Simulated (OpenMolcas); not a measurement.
**V3+: moving the ligands**

V3+ with 4 ligands (fluoride) in tetrahedral coordination (Td) at 1.82 Å. A charge of +0.25 e stands 3.2 Å behind each ligand. Ligand basis ANO-RCC-VDZP.

```
Program             : OpenMolcas 26.06
Method              : CASSCF
Basis               : ANO-RCC-VTZP [6s5p3d2f1g]
Scalar Hamiltonian  : DKH2, point nucleus
Active space        : 2 electrons in 5 orbitals (3d)
State averaging     : 2S+1 = 3 even, 10 roots; 2S+1 = 1 even, 15 roots
Spin-orbit coupling : RASSI with atomic mean-field integrals over the reference wave functions
```

Runs around this geometry, states (labels of Td). Energies in cm-1 above the lowest state or level, χT in cm3 K/mol; 10Dq and B are least-squares fits to the states below 45000 cm-1, weighted by degeneracy, with a free offset, and given where the rms deviation is under 5 % of |10Dq| (or 100 cm-1) and under 700 cm-1; 10Dq is negative for this site.

```csv
R (Å),Ground state,First state of that spin,10Dq,B (rms of fit),First gap with spin-orbit (degeneracies),χT at 300 K,First state of another spin
1.76,3A2,3T2 9374,-9070,924 (394),"9318 (3, 1)",0.983,1E 14439
1.82,3A2,3T2 8126,-7866,943 (315),"8064 (3, 1)",0.980,1E 14500
1.88,3A2,3T2 7067,-6839,958 (254),"7002 (3, 1)",0.976,1E 14542
```

Taking |10Dq| as R^-n, n = -ln(6839 / 9070) / ln(1.88 / 1.76) = 4.3 between the shortest and longest distance. The point-charge formula for a cubic d site gives n = 5.

Without dynamic correlation the repulsion within the d shell is too large (B by tens of per cent), so at a given field states of lower spin stand too high. Ligand-to-metal charge-transfer states are missing. With no ligand orbital active B as a rule stays too high, so bands that hang on it stand too high and its fall with covalency is understated. With metal d orbitals alone and no dynamic correlation the field as a rule comes out too small, by tens of per cent, by up to half for chloride and softer ligands. No measured value stands beside these numbers; the geometry was imposed, not optimised, and the real ion may take another.
